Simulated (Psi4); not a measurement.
Intermolecular potential of CH2O ··· CH2O2 (SMILES C=O and O=CO). Monomers: optimised at B3LYP-D3(BJ) (def2-TZVP), held rigid. Orientation: lowest of the rigid-body minima from ten starts at GFN2-xTB. R is the distance of the centres of mass, along which the second monomer moves.

Method: Psi4 with SAPT0/jun-cc-pVDZ, frozen core.

Components in kJ/mol:

```json
[
 {"R / Å": "2.47", "electrostatics": "-211.82", "exchange": "433.31", "induction": "-130.39", "dispersion": "-50.21", "total": "40.89"},
 {"R / Å": "2.68", "electrostatics": "-133.14", "exchange": "213.09", "induction": "-68.17", "dispersion": "-30.79", "total": "-19.01"},
 {"R / Å": "2.84", "electrostatics": "-95.28", "exchange": "122.64", "induction": "-41.79", "dispersion": "-21.47", "total": "-35.91"},
 {"R / Å": "3.07", "electrostatics": "-61.74", "exchange": "54.78", "induction": "-21.05", "dispersion": "-13.06", "total": "-41.07"},
 {"R / Å": "3.26", "electrostatics": "-45.13", "exchange": "27.91", "induction": "-12.21", "dispersion": "-8.86", "total": "-38.29"},
 {"R / Å": "3.45", "electrostatics": "-34.14", "exchange": "14.13", "induction": "-7.27", "dispersion": "-6.13", "total": "-33.41"},
 {"R / Å": "3.79", "electrostatics": "-22.07", "exchange": "4.12", "induction": "-3.07", "dispersion": "-3.31", "total": "-24.33"},
 {"R / Å": "4.08", "electrostatics": "-15.98", "exchange": "1.43", "induction": "-1.58", "dispersion": "-2.03", "total": "-18.17"},
 {"R / Å": "4.54", "electrostatics": "-10.25", "exchange": "0.26", "induction": "-0.62", "dispersion": "-1.00", "total": "-11.62"},
 {"R / Å": "5.26", "electrostatics": "-5.71", "exchange": "0.02", "induction": "-0.19", "dispersion": "-0.39", "total": "-6.27"},
 {"R / Å": "6.30", "electrostatics": "-2.84", "exchange": "0.00", "induction": "-0.05", "dispersion": "-0.13", "total": "-3.02"},
 {"R / Å": "7.61", "electrostatics": "-1.39", "exchange": "0.00", "induction": "-0.01", "dispersion": "-0.04", "total": "-1.44"}
]
```
